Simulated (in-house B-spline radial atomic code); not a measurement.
A fraction x of an electron is removed from 4d in Tb⁺, starting from [Xe] 4f9 6s1 and keeping the highest spin. Level of theory: scalar-relativistic (X2C) RPBE, spin-polarised, spherical fractional occupations, Fermi nucleus of rms radius 5.06 fm; calculated with a B-spline radial code for spherical atoms.

```
   x  E(x) - E(0) (eV)  4d down level (eV)
   0            0.0000            -150.275
0.02            3.0087            -150.593
0.23           34.9927            -154.053
0.29           44.2666            -155.079
0.48                 ?                   ?
 0.5           77.2197            -158.788
0.55           85.1817            -159.696
0.64           99.6287            -161.352
0.78          122.4013            -163.982
0.95                 ?                   ?
   1          158.9426            -168.236
```

Q: What belongs in the row x = 0.48?

A: An energy change of 74.0475 eV; 4d down at -158.428 eV.

Q: What belongs in the row x = 0.95?

A: An energy change of 150.5553 eV; 4d down at -167.256 eV.

Q: Check Janak's theorem between x = 0.02 and 0.23.

A: The slope of the energy is 152.30 eV; the orbital levels give 152.32 eV (-ε of the emptying orbital, averaged over the two points).
